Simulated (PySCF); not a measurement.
**Strontium: a sound run and one with changed settings**

Sound run: Sr [Kr] 5s2, Sr+ [Kr] 5s1. Computed with PySCF 2.14 in x2c-SVPall (6s4p5d1f, 50 functions), with the spin-free X2C one-electron Hamiltonian (Gaussian nucleus). In the sound run the correlated levels freeze [Kr]. The sound run starts from symmetry-adapted Hartree-Fock orbitals and uses a fine grid where one is needed.

Changed run: basis STO-3G, all-electron and non-relativistic. This setting is unsound on purpose.

```
species   method  sound run (hartree)  changed run (hartree)  converged
     Sr      UHF          -3177.02417            -3099.11673        yes
     Sr    M06-L          -3178.81860            -3100.62289        yes
     Sr    B3LYP          -3178.98638            -3100.59263        yes
     Sr      MP2          -3177.03991            -3099.13044        yes
     Sr  CCSD(T)          -3177.04837            -3099.13998        yes
    Sr+      UHF          -3176.84871            -3099.06918        yes
    Sr+    M06-L          -3178.60537            -3100.51988        yes
    Sr+    B3LYP          -3178.77124            -3100.48700        yes
```

Ionisation energy of Sr:

| method | sound run (eV) | changed run (eV) |
| --- | --- | --- |
| UHF | 4.774 | 1.294 |
| M06-L | 5.802 | 2.803 |
| B3LYP | 5.854 | 2.874 |
| MP2 | 5.203 | 1.667 |
| SCS-MP2 | 5.288 | 1.742 |
| CCSD | 5.433 | 1.927 |
| CCSD(T) | 5.433 | 1.927 |
| CCSDT | 5.433 | 1.927 |
| FCI | 5.433 | 1.927 |

A minimal basis cannot let orbitals breathe on ionisation and holds almost no correlation. The Hamiltonian changed with the basis, so the totals do not compare.

For comparison, NIST gives 5.695 eV between the lowest levels.
